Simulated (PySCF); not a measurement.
Levels of I⁴⁰⁺ from EOM-EA-GCCSD

Reference: closed-shell I⁴¹⁺, [Ne] 3s2; one electron is added. Calculated with PySCF 2.14, two-component X2C-1e with screened spin-orbit coupling, an uncontracted even-tempered set (18 s from 3.1 bohr⁻², ratio 2.6; 14 p from 4 bohr⁻², ratio 2.6; 6 d from 4.1 bohr⁻², ratio 2.8; 4 f from 58 bohr⁻², ratio 2.8); frozen 1s2; the 54 highest virtual spinors dropped; of the others 56 kept and the rest restored at second order. No Breit or QED terms. Binding energies in eV.

```csv
level,Koopmans,second order,EOM-CCSD
3p1/2,2927.1,2929.0,2928.6
3p3/2,2849.4,2851.7,2851.8
3d3/2,2702.4,near a pole,2698.6
```

In EOM-CCSD the overlap with the one-orbital guess is low for 3d3/2 (weight 0.82). That can mean mixing with two-particle, one-hole states, where second order and EOM-CCSD lose accuracy, or only a rotation among the degenerate components of the shell; the terms of those configurations are not listed.

For comparison, the ionisation energy of I⁴⁰⁺ is 2926 ± 4 eV (theoretical estimate listed by NIST; NIST Atomic Spectra Database, ionization energies).

Only part of the computed levels is shown.
